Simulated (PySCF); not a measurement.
## Vertical excitation energies

Species: Sn(OMe)H3, CH₆OSn.
Bonds: Sn1–O2, O2–C3. Hydrogens: H7, H8, H9 on Sn1; H4, H5, H6 on C3.

Computed, not measured: PySCF 2.14.0, density-fitted response routines, TDDFT wB97X-D/def2-SVPD, vertical, gas phase, core orbitals frozen in the response, def2 core potentials past Kr. Isolated species at its PBE0-D3(BJ)/def2-SVP geometry, gas phase. Spin–orbit coupling is left out.

```
state  E (eV)  E (hartree)       f  symmetry  main configurations (H = HOMO, L = LUMO)
   S1    5.85       0.2152  0.0033        A″                                 H→L (88%)
   S2    6.75       0.2481   0.086        A′                               H-1→L (81%)
   S3    6.85       0.2516   0.039        A″                               H→L+1 (94%)
   S4    7.45       0.2738  0.0016         –                               H→L+2 (94%)
   S5    7.53       0.2766   0.035        A′                H-1→L+1 (79%), H→L+3 (12%)
   S6    7.79       0.2863  0.0000         –                  H-3→L (74%), H→L+4 (14%)
   S7    7.80       0.2866  0.0002         –                   H-2→L (80%), H→L+3 (8%)
   S8    7.98       0.2933   0.112        A′                H→L+3 (58%), H-1→L+2 (16%)
   S9    8.18       0.3004  0.0095        A′                H-1→L+2 (78%), H→L+3 (12%)
  S10    8.21       0.3016  0.0027        A″     H→L+4 (42%), H→L+5 (40%), H-3→L (11%)
```

Triplets, Tamm–Dancoff:

| state | E (eV) | λ (nm) | main configurations (H = HOMO, L = LUMO) |
| --- | --- | --- | --- |
| T1 | 5.48 | 226.4 | H→L (84%), H→L+4 (9%) |
| T2 | 6.05 | 205.1 | H-1→L (83%), H-1→L+4 (8%) |
| T3 | 6.61 | 187.7 | H→L+1 (80%) |
| T4 | 7.13 | 173.9 | H-1→L+1 (52%), H-2→L+1 (22%) |

The lowest singlet comes at 212 nm (565 kJ/mol) in the ultraviolet; it is very weak; its leading configuration is HOMO→LUMO (88%). The most intense listed level is S8 at 7.98 eV (155 nm, f = 0.112), 2.12 eV above S1. S6/S7 lie within about 0.01 eV of each other. Löwdin shares by element: HOMO oxygen 62%, carbon 14%, hydrogen 12% or more; LUMO tin 50%, hydrogen 20% or more, oxygen 14% (atoms not listed hold the other 16%). Of the 10 states listed, 4 reach f = 0.01 and 2 stay under 0.0005. Weighted by f, the mean energy of these states is 7.39 eV. All these states lie below the vertical ionisation energy of 9.72 eV (ΔSCF). Symmetry labels in Cs follow from the direction of the transition dipole and are given only for states with f of 0.002 or more. Only the lowest 10 singlets were computed, as vertical energies without vibronic structure.
